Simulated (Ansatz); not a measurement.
Reaction (substitution at a C–O bond): `CNBOCF` + `[CH3][GaH][NH2]` → `[CH3][GaH][NH]CF` + `CNBO`

Isolated molecules relaxed with PBE0-D4/def2-TZVP in Ansatz; ΔE leaves out vibrations. CBS: MP2 limit from def2 TZ/QZ plus the TZ coupled-cluster correction, frozen cores. Functionals use def2-TZVPP. B3LYP here is the variant with VWN-RPA as its local correlation; programs differ in this. For Ga outer-core shells are correlated without core-valence functions, which leaves a few kJ/mol of doubt a bond. Scalar relativity is left out up to krypton. One conformer a species, not always the lowest.

`CNBOCF`:

Cartesian coordinates in Å:
```
C -0.281 1.044 1.827
N 0.023 0.301 0.628
B -0.922 -0.285 -0.212
O -0.588 -0.957 -1.376
C 0.675 -0.908 -1.898
F 1.591 -1.518 -1.057
H 0.124 0.556 2.719
H -1.363 1.112 1.942
H 0.118 2.062 1.786
H 1.006 0.144 0.470
H -2.088 -0.218 0.045
H 1.020 0.125 -2.033
H 0.686 -1.459 -2.840
```

`[CH3][GaH][NH2]`:

Cartesian coordinates in Å:
```
C -1.164 -0.550 0.760
Ga -0.058 0.687 -0.286
N 1.609 0.146 -0.772
H -2.091 -0.777 0.228
H -1.443 -0.099 1.715
H -0.642 -1.488 0.959
H -0.465 2.124 -0.759
H 2.249 0.707 -1.307
H 2.005 -0.749 -0.539
```

`[CH3][GaH][NH]CF`:

Cartesian coordinates in Å:
```
C -1.276 -0.211 1.468
Ga -0.830 -0.979 -0.277
N 0.493 -0.126 -1.234
C 1.339 0.866 -0.723
F 2.458 0.329 -0.059
H -1.940 -0.863 2.036
H -1.777 0.752 1.338
H -0.370 -0.036 2.052
H -1.487 -2.192 -1.013
H 0.820 -0.525 -2.100
H 1.750 1.508 -1.508
H 0.820 1.476 0.021
```

`CNBO`:

Cartesian coordinates in Å:
```
C 0.817 0.412 1.168
N 0.151 0.487 -0.106
B -0.608 -0.520 -0.701
O -1.177 -0.280 -1.928
H 0.449 1.169 1.869
H 0.635 -0.568 1.609
H 1.901 0.540 1.073
H 0.259 1.362 -0.597
H -0.751 -1.573 -0.136
H -1.676 -1.029 -2.252
```

Q: Is it downhill or uphill in electronic energy at CCSD(T)/CBS, and by how much? (Estimate.)

A: Ansatz gave: Downhill: ΔE = -21.0 kJ/mol.

Q: What do these levels give: B2PLYP, PBE, B3LYP, CCSD/def2-TZVPP, CCSD(T)/def2-TZVPP, HF/CBS(def2)? (Best estimate.)

A: Ansatz gave: B2PLYP -21.3, PBE -24.3, B3LYP -21.3, CCSD/def2-TZVPP -20.6, CCSD(T)/def2-TZVPP -20.6, HF/CBS(def2) -15.5 kJ/mol.

Largest T1 diagnostic among the species: 0.013.

In def2-TZVPP, CCSD(T) changes the Hartree–Fock value by −4.8 kJ/mol (the triples alone add −0.0 kJ/mol) and MP2 by −8.5 kJ/mol.
